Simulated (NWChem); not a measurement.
# hydrogen sulfate (HSO₄ anion); SMILES O=S(=O)([O-])O

```xyz
6

O     -0.6101     1.3333     0.5380
S      0.0419    -0.1456    -0.0387
O      1.0993     0.3388    -0.9769
O     -1.1145    -0.8135    -0.6806
O      0.5475    -0.8169     1.1823
H     -0.0481     1.9968     0.1164
```
Atoms are numbered in this order, from 1.

Computed with NWChem. Sets without diffuse functions describe the anion's extra electron poorly. The geometry was optimised at B3LYP/def2-SVPD. No frequency run checked for a minimum. Level MN15/def2-SVP: energy and gradient on several grids; changes count from the extra-fine grid, which is no exact limit either.

| grid | size of the energy change (μHa) | largest change of a gradient component (μHa/bohr) | time, medium = 1 (rough) |
|---|---|---|---|
| xcoarse | 100000 | 2000 | about 1 |
| coarse | 500 | 300 | about 1 |
| medium | 10 | 80 | about 1 |
| fine | < 10 | < 30 | about 1 |
| xfine | < 10 | < 30 | 2 |
